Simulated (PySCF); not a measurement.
O3Os, SMILES [O]=[Os](=[O])=[O], multiplicity 1. Heavy atoms are numbered as in [Os:1](=[O:2])(=[O:3])=[O:4].

Geometry: PBE0-D3(BJ)/def2-TZVP. The multiplicity is an assumed one; other spin states were not compared. The def2 effective core potentials stand for the cores of Os; spin–orbit coupling is left out.

All values below come from r2SCAN/def2-TZVPD (PySCF).

Mulliken values depend strongly on the basis, most of all with diffuse functions as here. ESP charges are fitted to the potential on shells at 1.4 to 2.0 van der Waals radii. Atomic charges (e), one atom of each kind:

| atom | Mulliken | ESP fit |
|---|---|---|
| Os1 | 1.28 | ___ |
| O2 | -0.43 | ___ |

Question: What belongs in the gaps? (Estimate from the structure and the level; the computed values follow.)

Answer: 
- Os1, ESP fit: 0.63
- O2, ESP fit: -0.21
